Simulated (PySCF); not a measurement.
## MP2 beside CCSD(T) along the third period: bonds to I

MP2 and CCSD(T) in PySCF with x2c-SVPall on every atom, spin-free X2C, for the lowest determinant that a PBE0 search found; no spin–orbit coupling.

| molecule | state (unpaired electrons) | MP2 Re (Å) | MP2 ωe (cm⁻¹) | MP2 De (eV) | CCSD(T) Re (Å) | CCSD(T) ωe (cm⁻¹) | CCSD(T) De (eV) |
| --- | --- | --- | --- | --- | --- | --- | --- |
| NaI | singlet (closed shell) | 2.740 | 259 | 3.17 | 2.740 | 259 | 3.10 |
| MgI | doublet (σ ↑) | 2.613 | 321 | 2.36 | 2.616 | 318 | 2.04 |
| AlI | singlet (closed shell) | 2.542 | 329 | 3.84 | 2.543 | 328 | 3.74 |
| SiI | doublet (π ↑) | 2.463 | 365 | 2.90 | ? | ? | ? |
| PI | triplet (π ↑↑) | 2.424 | 354 | 1.79 | 2.441 | 342 | 1.79 |
| ICl | singlet (closed shell) | 2.375 | 381 | 1.82 | 2.401 | 354 | 1.77 |

(1) Estimate the CCSD(T) values of SiI by adding the mean shift from MP2 to CCSD(T) of the other rows, and compare with the calculation.

(2) What are the mean differences of MP2 from CCSD(T) over the whole series?

In a basis of this size CCSD(T) is itself not converged; it tends to give bonds that are too long and too weak.

Correlated steps freeze the inner cores (19 to 23 orbitals); shallow outer-core shells are correlated. Correlated levels converge slowly with the basis: in double zeta they bind strong bonds too weakly, by up to about 1 eV, and carry superposition errors of some tenths. Spin–orbit coupling is left out, which matters for elements this heavy, above all for dissociation energies. Where the molecule has an RHF reference, its open-shell atoms are computed with UHF. States were picked by a PBE0 search and need not be the measured ground states.

Results:

(1) The mean shifts are +0.9 pm, -9 cm⁻¹ and -0.11 eV, which give 2.472 Å, 356 cm⁻¹ and 2.79 eV. CCSD(T)/x2c-SVPall gives Re = 2.474 Å, ωe = 357 cm⁻¹, De = 2.83 eV.

(2) Re -1.0 pm, ωe +8 cm⁻¹, De +0.10 eV.
